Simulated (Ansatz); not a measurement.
Basis sets compared for [Sb7]3- (Sb₇³⁻). The state is a singlet with charge -3. Geometry r2SCAN-D4/def2-SVPD. Ansatz on 4 threads of Intel Xeon on a shared host; times are rough, and most runs start from earlier orbitals.

Cartesian coordinates in Å:
```
Sb 0.4336 1.2948 1.7512
Sb -1.0977 -1.0500 2.2482
Sb -1.1903 -2.0653 -0.3164
Sb -1.1443 0.3192 -2.0908
Sb -1.0292 2.4817 -0.3799
Sb 1.3495 -1.2042 -1.5828
Sb 2.6785 0.2239 0.3705
```

In the def2 sets Sb takes a core potential; there is no spin–orbit coupling. A multiply charged anion in the gas phase is held together partly by the finite basis. At PBE-D4/def2-SVP, PBE-D4/def2-SVPD, PBE0-D4/def2-SVP, PBE0-D4/def2-SVPD the highest occupied level of the charge -3 singlet lies above zero (up to 6.81 eV). The electron is either unbound and held by the finite basis, or the level is raised by self-interaction error.

```csv
level,functions,energy (Eh),HOMO (eV),LUMO (eV),wall time
PBE-D4/def2-SVP (with forces),182,-1681.8514,6.81,8.51,7 s
PBE0-D4/def2-SVP,182,-1681.9204,5.99,9.05,16 s
```

Q: Estimate the rows for PBE-D4/def2-SVPD, PBE0-D4/def2-SVPD.

A: 
| level | functions | energy (Eh) | HOMO (eV) | LUMO (eV) | wall time |
| --- | --- | --- | --- | --- | --- |
| PBE-D4/def2-SVPD | 224 | -1681.8932 | 6.03 | 7.60 | 9.5 s |
| PBE0-D4/def2-SVPD | 224 | -1681.9544 | 5.33 | 8.12 | 26 s |
